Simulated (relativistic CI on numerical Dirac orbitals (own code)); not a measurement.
# Charge states of magnesium

Computed by Dirac-Coulomb-Breit CI, orbitals from a KLI potential per configuration, a model potential for QED, valence Slater integrals scaled by 0.9 (own radial code, finite nucleus).

Each species is treated in one configuration, given outside its closed core. Radial values are for the open shell of highest l, unscaled and averaged over j; ζ includes the Breit term. Labels give the leading LS character, summed over repeated terms.

| Ion | Configuration | Its lowest level | LS weight (%) | ζ (cm⁻¹) | Next level | E (cm⁻¹) | g_J | g√(J(J+1)) |
| --- | --- | --- | --- | --- | --- | --- | --- | --- |
| Mg | 3s² | ¹S0 | 100 |  |  |  |  | 0.00 |
| Mg⁺ | 3s | ²S1/2 | 100 |  |  |  | 2.002 | 1.73 |
| Mg²⁺ | 2s²2p⁶ | ¹S0 | 100 |  |  |  |  | 0.00 |
| Mg³⁺ | 2s²2p⁵ | ²P°3/2 | 100 | 1465 | ²P°1/2 | 2203.3 | 1.334 | 2.58 |
| Mg⁴⁺ | 2s²2p⁴ | ³P2 | 100 | 1637 | ³P1 | 1771.3 | 1.500 | 3.67 |
| Mg⁵⁺ | 2s²2p³ | ⁴S°3/2 | 100 | 1824 | ²D°5/2 | 52886 | 2.001 | 3.88 |
| Mg⁶⁺ | 2s²2p² | ? | ? | ? | ? | ? | ? | ? |
| Mg⁷⁺ | 2s²2p | ²P°1/2 | 100 | 2249 | ²P°3/2 | 3383.6 | 0.665 | 0.58 |
| Mg⁸⁺ | 2s² | ¹S0 | 100 |  |  |  |  | 0.00 |
| Mg⁹⁺ | 2s | ²S1/2 | 100 |  |  |  | 2.001 | 1.73 |
| Mg¹⁰⁺ | 1s² | ¹S0 | 100 |  |  |  |  | 0.00 |

(1) Fill in the row of Mg⁶⁺.

With one configuration, terms of near-neutral atoms and ions can be 10 to 25 % off, and close levels can change places.

Answers

(1) Its lowest level ³P0; LS weight (%) 100; ζ (cm⁻¹) 2028; Next level ³P1; E (cm⁻¹) 1119; g√(J(J+1)) 0.00.
